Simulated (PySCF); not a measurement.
How methods differ on the ionisation energy of Er³⁶⁺

Er³⁶⁺ [Ar] 3d10 4s2 4p2 [4p1/2^2, M_J = 0] → Er³⁷⁺ [Ar] 3d10 4s2 4p1 [4p1/2^1, M_J = 1/2], as a difference of total energies. All numbers are calculated (PySCF 2.14, the two-component X2C-1e Hamiltonian, in an even-tempered Gaussian basis (17 s from 3.9 bohr⁻², ratio 2.8; 13 p from 5.1 bohr⁻², ratio 2.8; 8 d from 9 bohr⁻², ratio 2.8; 4 f from 23 bohr⁻², ratio 3)). Correlated levels: [Ne] frozen; the 74 highest virtual spinors dropped. "Screened" scales the spin-orbit matrix elements by Boettger's factors to mimic the two-electron term; Breit and QED terms are absent.

```json
{"method": "GHF (spin-free)", "ionisation energy (eV)": "1581.9"}
{"method": "GMP2 (spin-free)", "ionisation energy (eV)": "1583.1"}
{"method": "GHF (screened spin-orbit)", "ionisation energy (eV)": "1619.4"}
{"method": "GMP2 (screened spin-orbit)", "ionisation energy (eV)": "1621.1"}
```

Breit and QED terms and the two-electron picture change are absent.

The spin-free rows relax to the high-spin LS determinant and lack the spin-orbit shift.

The labels give the starting determinants; with spin-orbit coupling the two ends relaxed to ⟨J²⟩ = 0.00, ⟨L²⟩ = 1.36, ⟨S²⟩ = 1.36 and ⟨J²⟩ = 0.75, ⟨L²⟩ = 2.04, ⟨S²⟩ = 0.79.

For comparison: 1625 ± 5 eV (theoretical estimate listed by NIST; NIST Atomic Spectra Database, ionization energies).
